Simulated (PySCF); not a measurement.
Species, as SMILES: O=S(F)F.
Geometry (B3LYP-D3(BJ)/def2-TZVP, fixed):
```xyz
4

O      1.3619    -0.1486    -0.3569
S      0.1670    -0.0077     0.4048
F     -0.6344     1.2320    -0.2285
F     -0.8731    -1.0862    -0.1739
```

Basis-set convergence of the lowest singlet excitation energy at PBE0 with PySCF. Tamm-Dancoff approximation; the state is taken by its order, and sets in which it differs in degeneracy or brightness are left out, yet its character can still change. All functions are spherical. Density fitting with generated auxiliary sets. No added dispersion term, no relativity. Reference: the value in aug-pcseg-2, 6.723 eV, itself unsure by roughly 0.004 eV (its distance from aug-cc-pV(T+d)Z). Deviations are taken from unrounded values. Cost is core time over that of 6-31G**, rough, on shared machines of one kind; a dash marks a row that isn't timed (too short, read off another run, short of memory, by another algorithm or on other hardware).

```json
[
 {"basis": "STO-3G", "functions": "24", "lowest singlet excitation energy (eV)": "6.336", "minus reference (eV)": "-0.387", "cost": "-"},
 {"basis": "3-21G", "functions": "40", "lowest singlet excitation energy (eV)": "6.553", "minus reference (eV)": "-0.170", "cost": "-"},
 {"basis": "6-31G", "functions": "40", "lowest singlet excitation energy (eV)": "6.422", "minus reference (eV)": "-0.301", "cost": "-"},
 {"basis": "6-31G**", "functions": "60", "lowest singlet excitation energy (eV)": "6.844", "minus reference (eV)": "0.121", "cost": "1×"},
 {"basis": "cc-pV(D+d)Z", "functions": "65", "lowest singlet excitation energy (eV)": "6.807", "minus reference (eV)": "0.084", "cost": "1×"},
 {"basis": "6-311G**", "functions": "80", "lowest singlet excitation energy (eV)": "6.769", "minus reference (eV)": "0.047", "cost": "2×"},
 {"basis": "aug-cc-pV(D+d)Z", "functions": "101", "lowest singlet excitation energy (eV)": "6.687", "minus reference (eV)": "-0.036", "cost": "3×"},
 {"basis": "cc-pV(T+d)Z", "functions": "129", "lowest singlet excitation energy (eV)": "6.805", "minus reference (eV)": "0.082", "cost": "4×"},
 {"basis": "jun-cc-pV(T+d)Z", "functions": "165", "lowest singlet excitation energy (eV)": "6.718", "minus reference (eV)": "-0.005", "cost": "9×"},
 {"basis": "aug-cc-pV(T+d)Z", "functions": "193", "lowest singlet excitation energy (eV)": "6.718", "minus reference (eV)": "-0.004", "cost": "10×"},
 {"basis": "cc-pV(Q+d)Z", "functions": "229", "lowest singlet excitation energy (eV)": "6.764", "minus reference (eV)": "0.042", "cost": "20×"}
]
```

The smallest set listed that lies within 0.2 eV of the reference with all its larger relatives (same family, alike in diffuse functions; a set with none counts only in the reference's own line) is 3-21G (40 functions, -0.170 eV off).
